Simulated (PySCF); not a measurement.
# Distorted geometries of BiI3

BiI3 (singlet). PySCF 2.14.0, RKS B3LYP, Bi def2-SVP with ECP60, I def2-SVP with ECP28; non-relativistic Hamiltonian with scalar-relativistic core potentials where named; density fitting; no spin-orbit coupling. Relaxed geometry:

```xyz
4

Bi    0.0000    0.0000    0.8583
I     2.5562    0.0000   -0.4199
I    -1.2781    2.2137   -0.4199
I    -1.2781   -2.2137   -0.4199
```

Q: Order these distorted geometries by energy above the relaxed one, lowest first.
A.
```xyz
4

Bi   -0.0008    0.0201    0.8301
I     2.5389   -0.0053   -0.3961
I    -1.2619    2.1839   -0.3953
I    -1.2761   -2.1987   -0.4400
```
B.
```xyz
4

Bi   -0.0606    0.0944    0.9047
I     2.5280   -0.0975   -0.5101
I    -1.2253    2.2390   -0.4177
I    -1.2421   -2.2359   -0.3781
```
C.
```xyz
4

Bi   -0.0586   -0.0103    0.8498
I     2.6556    0.1301   -0.5192
I    -1.2868    2.1602   -0.2187
I    -1.3101   -2.2800   -0.5132
```

A: A (0.03 eV), B (0.09 eV), C (0.20 eV).

Q: Which forces (eV/Å) act in the one that lies 0.09 eV up?

A: 
```
Bi   0.71 -0.89 -0.27
I   -0.47  0.12  0.36
I   -0.28  0.46 -0.31
I    0.04  0.31  0.21
```
Forces carry noise of the integration grid, about 0.01 to 0.03 eV/Å.
